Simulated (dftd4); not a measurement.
S₈, triplet, at the geometry of the source list (a higher spin typed on purpose: for a closed-shell molecule this is an excited state); D4 for tpss (dftd4 4.2.0).

dftd4 was given this input:
```
$ dftd4 mol.xyz --func tpss --charge 0 --json dftd4.json --noedisp --property

# file mol.xyz
8

S      1.75900000    -1.78430000     0.07990000
S      1.53220000    -0.05360000     1.13450000
S      1.91110000     1.62190000     0.03530000
S      0.12080000     2.06780000    -0.96920000
S     -1.36750000     1.78240000     0.41160000
S     -2.37000000     0.10280000    -0.23390000
S     -1.52050000    -1.64200000     0.45650000
S     -0.06520000    -2.09500000    -0.91460000
```

Problem. Write the output that dftd4 gives for this input, abridged.

Solution. 
```
                    ____  _____ _____     ____  _  _
      -------------|  _ \|  ___|_   _|---|  _ \| || |------------
     |             | | | | |_    | | ___ | | | | || |_           |
     |             | |_| |  _|   | ||___|| |_| |__   _|          |
     |             |____/|_|     |_|     |____/   |_|            |
     |             ===================================           |
     |            E. Caldeweyher, S. Ehlert & S. Grimme          |
     |          Mulliken Center for Theoretical Chemistry        |
     |                    University of Bonn                     |
      -----------------------------------------------------------

Rational (Becke-Johnson) damping: tpss-D4-ATM
---------------------
  s6         1.0000
  s8         1.7660
  s9         1.0000
  a1         0.4282
  a2         4.5426
 alp        16.0000
--------------------

Atomic data, radii in Ångström:
------------------------------------------------------
   Z          R(cov)      r4/r2   hardness         EN
------------------------------------------------------
  16 S        1.3600     2.1385     0.3892     2.5800
------------------------------------------------------

Atomic reference systems (in atomic units):
----------------------------------------------------------------------------
   Z        #      CN     q+Z       C6(AA)   #      CN     q+Z       C6(AA)
----------------------------------------------------------------------------
  16 S      1  0.0000 16.0000     134.5983   2  0.9220 15.8373     145.7512
            3  1.8445 15.7622     148.5324
----------------------------------------------------------------------------

Atomic properties (in atomic units):
----------------------------------------------------------------------------
     #    Z              CN          q      C6(AA)        C8(AA)   alpha(0)
----------------------------------------------------------------------------
     1   16 S        1.9648    -0.0008    138.5503     6787.7467    19.8459
     2   16 S        1.9783     0.0008    138.4849     6784.5417    19.8412
     3   16 S        1.9648    -0.0008    138.5503     6787.7445    19.8459
     4   16 S        1.9786     0.0006    138.4920     6784.8887    19.8417
     5   16 S        1.9674    -0.0009    138.5522     6787.8364    19.8460
     6   16 S        1.9876     0.0013    138.4659     6783.6111    19.8399
     7   16 S        1.9674    -0.0009    138.5522     6787.8377    19.8461
     8   16 S        1.9786     0.0006    138.4920     6784.8872    19.8417
----------------------------------------------------------------------------

Molecular properties (in atomic units):
----------------------------------------
 molecular C6                8865.1175
 molecular C8              434312.7436
----------------------------------------

Dispersion energy:      -3.6004030869743E-02 Eh

[Info] JSON dump of results written to 'dftd4.json'
```
